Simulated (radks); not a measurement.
Task: Spherical quantum dot in the effective-mass picture: electrons in a well V = -V0 / (1 + exp((r - R)/a)) with V0 = 2.44, R = 12.6, a = 1.4, with a point charge +1 (a donor) at the centre, all in effective atomic units (hartree* = m*/eps^2 hartree, bohr* = eps/m* bohr), one dielectric constant everywhere. Calculated with a radial shooting solver with Libxc functionals: non-relativistic Kohn-Sham, PBE, spin-polarised, spherical densities. Levels are named by radial order and angular momentum (1s, 1p, 1d, 2s, ...), and open shells are averaged over m. Results are scaled to m* = 0.055 and eps = 17.5, for which hartree* = 4.887 meV and bohr* = 16.84 nm. At N = 4 the configuration is 1s2 1p(up 2, down 0). Does electron 5 go into 2s up or 1p up or 2s down?

Result: Into 1p up. The total energies of the other choices lie higher by 0.0347 meV (2s up), 0.107 meV (2s down).
